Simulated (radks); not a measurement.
Values are calculated unless marked as measured or tabulated.
Task: The lithium anion Li-, [He] 2s2, held by a Watson sphere: a shell of charge +1 at radius R that stands for the Madelung well of a crystal (potential energy -1/R inside, -1/r outside, in hartree with lengths in bohr). Level of theory: scalar-relativistic Kohn-Sham, LB94 model potential, spin-polarised, spherical densities, point nucleus (a radial shooting solver on a logarithmic mesh with Libxc functionals). Response by self-consistent Sternheimer equations with the Hartree and adiabatic LDA kernel, the relativistic mass of each level held fixed and spin-orbit coupling left out. The sphere does not respond.

R (bohr)  e(1s) (eV)  e(2s) (eV)  <r> 2s (bohr)  sum of <r^2> (bohr^2)  X-ray form factor at sin(theta)/lambda = 0.1 1/angstrom  alpha (bohr^3)
1.6          -66.721      -7.398          3.104                  23.82                                                    2.812           79.65
1.88         -64.973      -7.212          3.195                  25.11                                                    2.770           85.94
2.08         -64.130      -7.064          3.268                  26.17                                                    2.737           91.62
2.12         -63.991      -7.033          3.283                  26.39                                                    2.730           92.87
3.32         -62.035      -6.078          3.756                  34.12                                                    2.530           144.4

Estimate the row for R = 2.99 bohr.

Result: e(1s) (eV) -62.321; e(2s) (eV) -6.334; <r> 2s (bohr) 3.628; sum of <r^2> (bohr^2) 31.88; X-ray form factor at sin(theta)/lambda = 0.1 1/angstrom 2.581; alpha (bohr^3) 127.8.
